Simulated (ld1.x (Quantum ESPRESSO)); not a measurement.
Reading a pseudo-wave (bromine (Br))

Columns: radius, all-electron u(r) and pseudo u(r) of the 4s shell (level -20.21 eV) of bromine in the configuration [Ar] 3d10 4s2 4p5; PW91, scalar-relativistic, ultrasoft scheme, ld1.x (Quantum ESPRESSO) 7.5.

```
r (bohr)  all-electron   pseudo
   0.095       -0.2136  -0.0725
   0.190       -0.1321  -0.1455
   0.285        0.2279  -0.2191
   0.380        0.4170  -0.2936
   0.475        0.3913  -0.3687
   0.570        0.2306  -0.4438
   0.665        0.0139  -0.5178
   0.760       -0.2070  -0.5893
   0.855       -0.4044  -0.6568
   0.950       -0.5663  -0.7182
   1.045       -0.6900  -0.7717
   1.140       -0.7776  -0.8153
   1.235       -0.8337  -0.8473
   1.330       -0.8632  -0.8663
   1.425       -0.8712  -0.8713
   1.520       -0.8620  -0.8620
   1.615       -0.8398  -0.8398
   1.710       -0.8081  -0.8081
   1.805       -0.7698  -0.7698
   1.900       -0.7273  -0.7273
   1.995       -0.6824  -0.6824
   2.090       -0.6365  -0.6365
   2.185       -0.5908  -0.5908
   2.280       -0.5461  -0.5461
   2.375       -0.5029  -0.5029
   2.470       -0.4617  -0.4617
```

Task: How many radial nodes do the two functions have?

Result: The all-electron 4s function has n − l − 1 = 3 (the table is too coarse to show those close to the nucleus); the pseudo-wave has 0, since the states of the same l below it are removed with the core.

Task: At about which radius was the pseudo-wave matched?

Result: 1.50 bohr, where the columns begin to agree (steps of 0.10 bohr).

Task: Where does each function peak?

Result: Outermost all-electron maximum near 1.43 bohr, pseudo maximum near 1.43 bohr (to the table’s step).

Task: Is the pseudo-wave norm-conserving?

Result: No, it belongs to an ultrasoft set: the norm inside the radius is not constrained, and the difference is carried by the augmentation charge.
